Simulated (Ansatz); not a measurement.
Reaction (SMILES): [Si]Cl (Si-Cl) → Cl atom + Si atom
B3LYP-D3(BJ)/def2-TZVP geometries, fixed; electronic energies without zero-point terms.

Basis-set convergence of the atomisation energy at wB97M-V with Ansatz (an electronic-structure program). All functions are spherical. The program fits the integrals of some runs and decomposes those of others, by size. Open shells are unrestricted. The functional holds VV10 correlation; no added dispersion term, no relativity. Functions are those of the species that has most. Reference: the value in aug-cc-pV(5+d)Z, 104.74 kcal/mol, itself unsure by roughly 0.03 kcal/mol (its mean distance from pcseg-4, aug-pcseg-3, aug-cc-pV(Q+d)Z). Deviations are taken from unrounded values.

```
basis            functions  atomisation energy (kcal/mol)  minus reference (kcal/mol)
---------------  ---------  -----------------------------  --------------------------
cc-pV(D+d)Z             46                         102.64                       -2.10
aug-pcseg-1             54                         101.05                       -3.69
aug-cc-pV(D+d)Z         64                         102.93                       -1.81
def2-TZVP               74                         104.68                       -0.06
jun-cc-pV(T+d)Z         96                         104.54                       -0.20
aug-pcseg-2            100                         104.17                       -0.57
cc-pV(Q+d)Z            128                         104.68                       -0.06
def2-QZVPP             140                         104.64                       -0.10
pcseg-4                210                         104.79                        0.05
```

The smallest set listed that lies within 1 kcal/mol of the reference with all its larger relatives (same family, alike in diffuse functions; a set with none counts only in the reference's own line) is def2-TZVP (74 functions, -0.06 kcal/mol off). Inside, with no larger relative to test it: pcseg-4. (Relatives not listed, tested too: def2-TZVPP -0.01, aug-cc-pV(T+d)Z -0.20, def2-QZVP -0.10, aug-cc-pV(Q+d)Z -0.04, aug-pcseg-3 0.01, cc-pV(5+d)Z -0.01, aug-cc-pV(5+d)Z 0.00 kcal/mol.)
